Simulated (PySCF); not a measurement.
# Computed records: CH$_{2}$BF

Calculation on a computer-drawn molecule: vertical ionisation energy to the stated ion spin, frozen-core CCSD(T) at the basis limit and cheaper methods, single-reference cases, UHF for radicals, no spin-orbit; all values are single points at the evaluated structure, the first of each entry, which is the reference or a displaced copy of it and isn't optimised; the reference structure only sets the zero of the energies above reference; triples share is (T) over the correlation energy. Program: PySCF 2.14.0.

Common to all runs: charge 0; multiplicity 1; ion multiplicity 2; diffuse functions no; basis cc-pVnZ; reference is the Hartree-Fock double-zeta minimum; best is HF at quadruple zeta + MP2 correlation extrapolated from triple and quadruple zeta + CCSD(T) minus MP2 at triple zeta; basis step is the size of the change from the same recipe one zeta lower.

```yaml
- entry: 1
  formula: CH2BF
  evaluated_structure:
    atoms_angstrom:
      - [C, -0.2585, -1.0104, -1.1686]
      - [B, -0.6693, -0.0546, -2.0755]
      - [F, -1.0518, 0.8355, -2.9198]
      - [H, 0.7922, -1.2121, -1.0028]
      - [H, -0.9752, -1.5865, -0.5972]
  reference_structure:
    atoms_angstrom:
      - [C, -0.2585, -1.0104, -1.1686]
      - [B, -0.6693, -0.0546, -2.0755]
      - [F, -1.0518, 0.8355, -2.9198]
      - [H, 0.7922, -1.2121, -1.0028]
      - [H, -0.9752, -1.5865, -0.5972]
  given:
    drawn_bonds_atom: [1, 2, 1, 1]
    drawn_bonds_other_atom: [2, 3, 4, 5]
    drawn_bonds_order: [2, 1, 1, 1]
  results:
    "ionisation_energy_best [eV]": 9.275
    "ionisation_energy_basis_step [eV]": 0.04153
    "energy_above_reference_best [kcal/mol]": 0.0
    "energy_above_reference_basis_step [kcal/mol]": 0.0
    triple_zeta_method: [HF, PBE, r2SCAN, B3LYP, wB97X, MP2, CCSD, "CCSD(T)"]
    "triple_zeta_ionisation_energy [eV]": [7.792, 9.112, 8.973, 9.15, 9.05, 9.111, 9.028, 9.118]
    "triple_zeta_energy_above_reference [kcal/mol]": [0.0, 0.0, 0.0, 0.0, 0.0, 0.0, 0.0, 0.0]
    "ionisation_energy_Koopmans_at_triple_zeta [eV]": 9.093
    "ionisation_energy_EOM_CCSD_at_triple_zeta [eV]": 9.185
    "total_energy_HF_triple_zeta [hartree]": -163.2068
    "total_energy_CCSD(T)_triple_zeta [hartree]": -163.7449
    "total_energy_best [hartree]": -163.8262
    T1_diagnostic_at_triple_zeta: 0.01367
    D1_diagnostic_at_triple_zeta: 0.03806
    ion_T1_diagnostic_at_triple_zeta: 0.01575
    ion_D1_diagnostic_at_triple_zeta: 0.04725
    ion_spin_squared_at_triple_zeta: 0.7566
    triples_share_at_triple_zeta: 0.03587
    basis_functions_triple_zeta: 118
    "dipole_magnitude_HF_at_triple_zeta [debye]": 0.4345
    "dipole_magnitude_CCSD_unrelaxed_at_triple_zeta [debye]": 0.4294
    "dipole_magnitude_PBE_at_triple_zeta [debye]": 0.4531
    "dipole_magnitude_r2SCAN_at_triple_zeta [debye]": 0.466
    "dipole_magnitude_B3LYP_at_triple_zeta [debye]": 0.4245
    "dipole_magnitude_wB97X_at_triple_zeta [debye]": 0.513
- entry: 2
  formula: CH2BF
  evaluated_structure:
    atoms_angstrom:
      - [C, -0.2459, -1.0042, -1.1426]
      - [B, -0.6751, -0.0477, -2.0546]
      - [F, -1.0582, 0.8449, -2.9247]
      - [H, 0.7843, -1.2146, -0.9969]
      - [H, -0.9643, -1.5995, -0.6008]
  reference_structure:
    atoms_angstrom:
      - [C, -0.2585, -1.0104, -1.1686]
      - [B, -0.6693, -0.0546, -2.0755]
      - [F, -1.0518, 0.8355, -2.9198]
      - [H, 0.7922, -1.2121, -1.0028]
      - [H, -0.9752, -1.5865, -0.5972]
  given:
    drawn_bonds_atom: [1, 2, 1, 1]
    drawn_bonds_other_atom: [2, 3, 4, 5]
    drawn_bonds_order: [2, 1, 1, 1]
  results:
    "ionisation_energy_best [eV]": 9.305
    "ionisation_energy_basis_step [eV]": 0.04183
    "energy_above_reference_best [kcal/mol]": 0.4695
    "energy_above_reference_basis_step [kcal/mol]": 0.1834
    triple_zeta_method: [HF, PBE, r2SCAN, B3LYP, wB97X, MP2, CCSD, "CCSD(T)"]
    "triple_zeta_ionisation_energy [eV]": [7.817, 9.14, 9.0, 9.178, 9.077, 9.138, 9.058, 9.148]
    "triple_zeta_energy_above_reference [kcal/mol]": [0.827, 0.3873, 0.5352, 0.5076, 0.5004, 0.3488, 0.4325, 0.3465]
    "ionisation_energy_Koopmans_at_triple_zeta [eV]": 9.105
    "ionisation_energy_EOM_CCSD_at_triple_zeta [eV]": 9.218
    "total_energy_HF_triple_zeta [hartree]": -163.2054
    "total_energy_CCSD(T)_triple_zeta [hartree]": -163.7443
    "total_energy_best [hartree]": -163.8254
    T1_diagnostic_at_triple_zeta: 0.01393
    D1_diagnostic_at_triple_zeta: 0.03877
    ion_T1_diagnostic_at_triple_zeta: 0.01613
    ion_D1_diagnostic_at_triple_zeta: 0.04845
    ion_spin_squared_at_triple_zeta: 0.7564
    triples_share_at_triple_zeta: 0.03607
    basis_functions_triple_zeta: 118
    "dipole_magnitude_HF_at_triple_zeta [debye]": 0.3494
    "dipole_magnitude_CCSD_unrelaxed_at_triple_zeta [debye]": 0.3505
    "dipole_magnitude_PBE_at_triple_zeta [debye]": 0.3835
    "dipole_magnitude_r2SCAN_at_triple_zeta [debye]": 0.3939
    "dipole_magnitude_B3LYP_at_triple_zeta [debye]": 0.3497
    "dipole_magnitude_wB97X_at_triple_zeta [debye]": 0.4375
```
